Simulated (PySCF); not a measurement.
# Electron correlation in Kr⁺ (krypton, charge +1)

[Ar] 3d10 4s2 4p5, 2P determinant. All numbers are calculated (PySCF 2.14, scalar relativity by spin-free X2C-1e, in x2c-SVPall). Frozen: [Ar] 3d10; 7 electrons correlated.

MP2 pair energies summed by pair of shells (mhartree):

```
 pair  energy  share (%)
4p-4p  -68.41       68.0
4s-4p  -26.40       26.3
4s-4s   -5.72        5.7
```

Total MP2 correlation energy: -100.53 mhartree.

Same-spin part -25.44 and opposite-spin part -75.09 mhartree; SCS-MP2 scales them by 1/3 and 6/5 to -98.59 mhartree.

| level | correlation energy (mhartree) |
| --- | --- |
| CCSD | -115.08 |
| (T) | -1.27 |
| CCSD(T) | -116.35 |

Diagnostics: T1 = 0.0046, D1 = 0.0165, largest double amplitude 0.050.

Q: Is a single reference adequate?

A: Yes, within this model without spin-orbit coupling: T1 lies below 0.03 and no double amplitude reaches 0.07.
